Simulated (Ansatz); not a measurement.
A made-up structure of SnNH$_{4}$ (charge +1), closed shell:

N1  (0.042, -0.816, 0.073)
Sn2  (-0.038, 0.733, -0.066)
H3  (0.367, -1.325, -0.745)
H4  (-0.235, -1.203, 0.971)
H5  (0.473, 1.195, -1.662)
H6  (-0.609, 1.415, 1.428)
(Å)

It is relaxed with PBE-D4/def2-SVP and then PBE0-D4/def2-TZVP (Ansatz 0.2.0). Atoms count as bonded within 1.22 times the sum of their covalent radii (H–H: 0.88 Å). The end point is not checked to be a true minimum.

(1) Does its bonding change? (A judgement: the text doesn't fix the answer.)

## Answers

(1) The calculation gives: No: no bond forms or breaks.

Where it ends: The first stage lowers the energy by 4.48 eV in 5 steps. It ends as SnNH₄ ([NH2][SnH2]), total charge +1:
N1  (0.052, -1.007, 0.090)
Sn2  (-0.047, 0.905, -0.081)
H3  (0.360, -1.617, -0.655)
H4  (-0.197, -1.503, 0.934)
H5  (0.418, 1.509, -1.575)
H6  (-0.585, 1.713, 1.287)
(Å)

Labels in which every atom is bracketed show which atoms are joined, not bond orders.

For scale, one of the runs: PBE0-D4/def2-TZVP relaxation, 105 basis functions, launched by `ansatz run in.yaml --threads 2 --pin off --events-out ev --progress --plain --max-ram 4352MiB`. Hardware: 2 CPU threads of an Arm Neoverse V2, shared host. Wall time about 8 s.
